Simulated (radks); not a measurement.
Problem. These are the eigenvalues of the occupied orbitals of an atom or ion with whole-number occupations (eV). Method: non-relativistic Kohn-Sham, PBEsol, spin-polarised, spherical densities, point nucleus; computed with a radial shooting solver on a logarithmic mesh with Libxc functionals.

1s: -448.8156
2s: -67.8115

Which element is it, and in what charge state? The configuration may be excited. Open shells, if any, are filled with parallel spins first.

Solution. Z = 7, nitrogen, charge +3: N3+ in [He] 2s2. The 1s level, -16.494 hartree, gives Z - s = 5.7 by -(Z - s)^2/2, which with screening narrows Z to a few neighbours, and with so few levels the electron count can be read from the list.
